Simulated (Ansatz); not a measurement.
Computed with Ansatz on PBE0-D4/def2-TZVP structures; ΔE is electronic, products minus reactants. CBS: MP2 limit from def2 TZ/QZ plus the TZ coupled-cluster correction, frozen cores. DFT in def2-TZVPP. B3LYP here is the variant with VWN-RPA as its local correlation; programs differ in this. def2 core potentials past Kr. For Sb outer-core shells are correlated without core-valence functions, which leaves a few kJ/mol of doubt a bond. One conformer a species, not always the lowest.

`C=[N][SbH][SiH2]O` + `CN[SiH2]Cl` → `CN([SiH2]O)[SiH2]Cl` + `C=[N][SbH2]`  (cleavage of the Si–Sb bond)

| level | ΔE (kcal/mol) | difference from CCSD(T)/CBS |
| --- | --- | --- |
| PBE-D4 | -7.6 | 3.3 |
| r2SCAN-D4 | -10.4 | 0.5 |
| PBE0-D4 | -8.9 | 2.0 |
| B3LYP-D4 | -10.9 | 0.0 |
| ωB97X-V | -11.6 | -0.7 |
| ωB97M-V | -12.3 | -1.4 |
| B2PLYP | -10.9 | 0.0 |
| PBE | -6.7 | 4.2 |
| r2SCAN | -10.2 | 0.7 |
| PBE0 | -8.2 | 2.7 |
| B3LYP | -9.5 | 1.4 |
| HF/def2-TZVPP | -13.0 | -2.1 |
| MP2/def2-TZVPP | -12.5 | -1.6 |
| SCS-MP2/def2-TZVPP | -12.9 | -2.0 |
| CCSD/def2-TZVPP | -12.6 | -1.7 |
| CCSD(T)/def2-TZVPP | -12.5 | -1.6 |
| HF/def2-QZVPP | -13.2 | -2.3 |
| MP2/def2-QZVPP | -11.6 | -0.7 |
| SCS-MP2/def2-QZVPP | -12.1 | -1.2 |
| HF/CBS(def2) | -13.2 | -2.3 |
| MP2/CBS(def2) | -10.9 | 0.0 |
| CCSD/CBS(def2) | -11.1 | -0.2 |
| CCSD(T)/CBS | -10.9 | 0 |

Largest T1 diagnostic among the species: 0.015.

The D4 term adds −1.4 kcal/mol with B3LYP and −0.7 kcal/mol with PBE0; it sums over pairs of atoms, weighted by their polarisabilities, and B3LYP, whose exchange is more repulsive, gets the larger term. From PBE to PBE0 (25 % exact exchange), in def2-TZVPP and without D4, ΔE moves by −1.4 kcal/mol.
